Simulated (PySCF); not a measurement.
Species: acridine, C13H9N.
InChI=1S/C13H9N/c1-3-7-12-10(5-1)9-11-6-2-4-8-13(11)14-12/h1-9H

Theory: PySCF, PBE0-D3(BJ)/def2-SVP geometry optimisation, gas phase.

Masses are those of the commonest isotopes; rigid-rotor values at the optimised geometry. 

(1) What are A, B and C (cm⁻¹)?

(2) What kind of rotor is it?

(3) Is it planar, by Δ = Ic − Ia − Ib?

(4) Where do the levels up to J = 5 lie, in K?

(5) Predict some low-J microwave lines.

Answers

(1) Ia = 233.82, Ib = 1082.62, Ic = 1316.44 u·Å²; 505379 MHz·u·Å²/I gives 2161, 466.8 and 383.9 MHz, that is A = 0.07210, B = 0.01557, C = 0.01281 cm⁻¹.

(2) A near-prolate asymmetric top: κ = (2 × 466.8 − 2161 − 383.9)/(2161 − 383.9) = -0.91.

(3) Planar: Δ = Ic − Ia − Ib = 0.00 u·Å². For a rigid frame Δ = −2 Σ m c², so it vanishes when all atoms lie in the ab plane; here none is more than 0.01 Å from it.

(4) Above 0(0,0), as E/k:
J = 1: 1(0,1) 0.041, 1(1,1) 0.122, 1(1,0) 0.126
J = 2: 2(0,2) 0.122, 2(1,2) 0.200, 2(1,1) 0.212, 2(2,1) 0.456, 2(2,0) 0.456
J = 3: 3(0,3) 0.244, 3(1,3) 0.316, 3(1,2) 0.340, 3(2,2) 0.578, 3(2,1) 0.579, 3(3,1) 0.995, 3(3,0) 0.995
J = 4: 4(0,4) 0.406, 4(1,4) 0.471, 4(1,3) 0.511, 4(2,3) 0.741, 4(2,2) 0.744, 4(3,2) 1.158, 4(3,1) 1.159, 4(4,1) 1.741, 4(4,0) 1.741
J = 5: 5(0,5) 0.607, 5(1,5) 0.665, 5(1,4) 0.725, 5(2,4) 0.945, 5(2,3) 0.950, 5(3,3) 1.363, 5(3,2) 1.363, 5(4,2) 1.946, 5(4,1) 1.946, 5(5,1) 2.695, 5(5,0) 2.695

(5) The dipole components are |μa| = 0.00 D, |μb| = 1.87 D, |μc| = 0.00 D; the symmetry axis of this C2v structure is b, so μa and μc vanish by symmetry and there are no a-type or c-type lines. Some lines, for components of 0.1 D or more:

```tsv
type	branch	J(Ka,Kc)	MHz	lower level (cm⁻¹)
b	Q	1(1,0) ← 1(0,1)	1778	0.028
b	Q	2(1,1) ← 2(0,2)	1863	0.085
b	R	1(1,1) ← 0(0,0)	2545	0.000
b	R	2(1,2) ← 1(0,1)	3313	0.028
b	Q	2(2,0) ← 2(1,1)	5087	0.147
b	Q	2(2,1) ← 2(1,2)	5333	0.139
b	R	2(2,1) ← 1(1,0)	6868	0.088
b	R	2(2,0) ← 1(1,1)	6954	0.085
```

PBE0-D3(BJ)/def2-SVP frequencies: not computed here. Zero-point vibration and centrifugal distortion are left out. Quadrupole hyperfine structure (14N) is left out.

Time: 90 s wall, 3.9 min CPU; peak memory 1.7 GiB. Hardware: 2 threads of an AMD EPYC 9R45, no GPU, shared host with 96 logical CPUs at a one-minute load of 22. These figures are those of the optimisation.
